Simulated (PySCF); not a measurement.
What settings do to a single point of [Er(NH3)4]3+

The sound run of [Er(NH3)4]3+ (singlet in the valence; each metal's 4f electrons, 11 of them, lie in its core potential, out of spins and levels) uses PySCF 2.14.0, RKS TPSS, Er lcecp-1-SVP with ECP57, N def2-SVP, H def2-SVP; non-relativistic Hamiltonian with scalar-relativistic core potentials where named; density fitting; no spin-orbit coupling, grid (50, 194), threshold 1e-8 Eh and 55 cycles, at the relaxed geometry:

```xyz
17

Er    0.0000    0.0000    0.0060
N     1.3992    1.3992    1.3957
H     1.2777    1.2777    2.4226
H     2.4249    1.2736    1.2679
H     1.2736    2.4249    1.2679
N    -1.3992   -1.3992    1.3957
H    -1.2777   -1.2777    2.4226
H    -2.4249   -1.2736    1.2679
H    -1.2736   -2.4249    1.2679
N     1.3952   -1.3952   -1.3946
H     2.0383   -2.0383   -0.8876
H     0.8852   -2.0363   -2.0374
H     2.0363   -0.8852   -2.0374
N    -1.3952    1.3952   -1.3946
H    -2.0383    2.0383   -0.8876
H    -0.8852    2.0363   -2.0374
H    -2.0363    0.8852   -2.0374
```

There Er1 has a Mulliken charge of 1.51 e and the dipole about the centre of mass is 0.02 D. Each run below changes one thing and starts from free metal ions and neutral atoms unless it says otherwise; with 55 cycles, smearing, a level shift and second-order steps follow where DIIS fails, and their cycles count. Energy shifts count from the sound run. On f atoms grids over 110 angular points are at least (60, 302).

```json
{"change": "threshold 0.001", "outcome": "converged", "cycles": "6", "energy shift (eV)": "0.0005", "largest force component (eV/Å)": "0.02", "charge on Er1 (e)": "1.51", "dipole about the centre of mass (D)": "0.00"}
{"change": "charge changed by +4, spin kept, limit 91 cycles", "outcome": "not converged", "cycles": "91", "energy shift (eV)": "–", "largest force component (eV/Å)": "–", "charge on Er1 (e)": "–", "dipole about the centre of mass (D)": "–"}
{"change": "start from a density of up to 30 smeared cycles (not counted)", "outcome": "converged", "cycles": "6", "energy shift (eV)": "0.0000", "largest force component (eV/Å)": "0.01", "charge on Er1 (e)": "1.51", "dipole about the centre of mass (D)": "0.02"}
{"change": "all coordinates × 1.12", "outcome": "converged", "cycles": "10", "energy shift (eV)": "3.83", "largest force component (eV/Å)": "3.33", "charge on Er1 (e)": "1.55", "dipole about the centre of mass (D)": "0.03"}
```

Question: How does the run with this change end: cycle limit 3?

Answer: outcome not converged, cycles 3.

Forces carry noise of the integration grid, about 0.01 to 0.03 eV/Å.

No frequency check is given that shows the relaxed geometry to be a minimum. An lcecp potential fixes the number of 4f electrons, so in runs with it no electron can move into or out of that shell.
